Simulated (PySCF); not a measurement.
Species: C3H7AlSi.
Numbering: `[CH:1]#[C:2][AlH:3][CH2:4][SiH3:5]` (hydrogens: H6 on C1; H7 on Al3; H8, H9 on C4; H10, H11, H12 on Si5)

Geometry (PBE0-D3(BJ)/def2-SVP, Å), atoms numbered from 1 in this order:
```
atom  x, y, z in Å
C1     1.9848   -2.2068   -1.6686
C2     1.5525   -1.6106   -0.6932
Al3    0.8698   -0.6706    0.8295
C4    -0.9521    0.0138    0.7742
Si5   -1.1344    1.6995   -0.0324
H6     2.3639   -2.7329   -2.5277
H7     1.8084   -0.4636    2.0889
H8    -1.3499    0.0847    1.8019
H9    -1.5878   -0.6920    0.2101
H10   -0.6524    1.6551   -1.4487
H11   -0.3105    2.7177    0.6951
H12   -2.5527    2.1777   -0.0383
```

The closed-shell ground state was solved at several levels (PySCF, density fitting, gas phase, non-relativistic).

```tsv
level	basis functions	HOMO (eV)	LUMO (eV)	gap (eV)	dipole (D)
BP86/pcSseg-2	292	-6.79	-2.52	4.27	1.00
PBE/pcSseg-2	292	-6.70	-2.45	4.25	1.00
B3LYP/def2-TZVP	209	-7.64	-1.84	5.80	1.01
PBE0/aug-cc-pVDZ	186	-7.85	-1.70	6.15	0.97
PBE0/pcSseg-2	292	-7.88	-1.67	6.21	0.99
```

(1) Estimate the row for BLYP/pcSseg-2, a basis of 292 functions; the other rows only guide the guess.

(2) Over all these levels, which gives the widest orbital gap and which the narrowest?

(3) How far do the dipole and the HOMO energy spread over the levels?

Results:

(1) HOMO -6.55 eV, LUMO -2.32 eV, gap 4.23 eV, dipole 0.99 D.

(2) PBE0/pcSseg-2 (global hybrid, 25 % exact exchange) has the widest, 6.21 eV, and BLYP/pcSseg-2 (GGA) the narrowest, 4.23 eV. The two share the basis. From the narrowest to the widest the HOMO moves by -1.33 eV and the LUMO by +0.65 eV.

(3) The dipole runs from 0.97 to 1.01 D (mean 0.99 D) and the HOMO from -7.88 to -6.55 eV.

One conformer stands for the species.
